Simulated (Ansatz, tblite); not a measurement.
Removing and adding an electron: SiMe3(NHMe) (C₄H₁₃NSi). The state is a singlet with charge 0. Geometry: PBE-D4/def2-SVP. Ansatz, gas phase; energy differences of separate SCF runs; the oxidised species was run as a doublet alone; the reduced species was run as a doublet alone.

```xyz
19

Si   -0.197    0.118    0.345
C     0.747   -1.213    1.300
H     0.189   -2.171    1.300
H     0.905   -0.902    2.354
H     1.748   -1.403    0.861
C     0.807    1.729    0.414
H     0.987    2.053    1.460
H     0.280    2.553   -0.111
H     1.798    1.603   -0.071
C    -1.906    0.407    1.097
H    -2.465    1.191    0.545
H    -1.819    0.744    2.150
H    -2.512   -0.521    1.083
N    -0.476   -0.459   -1.292
C     0.575   -0.817   -2.225
H    -1.313   -0.093   -1.754
H     1.037    0.045   -2.769
H     1.401   -1.332   -1.690
H     0.213   -1.532   -2.997
```

The xTB rows come from tblite. LC-ωPBE has ω = 0.4 bohr⁻¹. Correlated methods freeze 10 core orbitals. The rows differ in basis, and correlated rows in double-zeta sets carry the largest basis error.

Question: Estimate orbital energies and vertical ionisation energies and electron affinities at: GFN1-xTB; GFN2-xTB; HF/def2-SVP; PBE-D4/def2-TZVP; PBE-D4/def2-TZVPD; PBE0-D4/def2-TZVP; PBE0-D4/def2-TZVPD; LC-ωPBE/def2-TZVP; LC-ωPBE/def2-TZVPD; MP2/def2-SVP; CCSD/def2-SVP; CCSD(T)/def2-SVP.

Answer: 
```
             level  −HOMO (eV)  vertical IE (eV)  −LUMO (eV)  vertical EA (eV)  HOMO–LUMO gap (eV)  IE − EA (eV)                       remarks
          GFN1-xTB       10.51             13.47        3.98              1.59                6.52         11.88                             –
          GFN2-xTB        9.62             12.63        3.34              0.48                6.28         12.15                             –
       HF/def2-SVP           –              7.35           –                 –                   –             –                             –
  PBE-D4/def2-TZVP        5.00              8.11       -0.04                 –                5.04             –                             –
 PBE-D4/def2-TZVPD        5.05                 –        0.53             -0.76                4.52             –  HOMO above zero (-1 doublet)
 PBE0-D4/def2-TZVP        6.36              8.31       -0.82                 –                7.18             –                             –
PBE0-D4/def2-TZVPD        6.39                 –       -0.10             -0.96                6.49             –  HOMO above zero (-1 doublet)
 LC-ωPBE/def2-TZVP        9.12              8.57       -2.86                 –               11.98             –                             –
LC-ωPBE/def2-TZVPD        9.14                 –       -1.61             -1.46               10.75             –  HOMO above zero (-1 doublet)
      MP2/def2-SVP           –              8.47           –                 –                   –             –                             –
     CCSD/def2-SVP           –              8.24           –                 –                   –             –                             –
  CCSD(T)/def2-SVP           –              8.24           –                 –                   –             –                             –
```

   A HOMO above zero means that the electron is unbound at that level or that self-interaction error raises the level; the energy of removing that electron tells which. Raw xTB energy differences between charge states are shifted by several eV; the methods need an empirical correction for them. A negative affinity means that the extra electron isn't bound; its size then hangs on the basis.
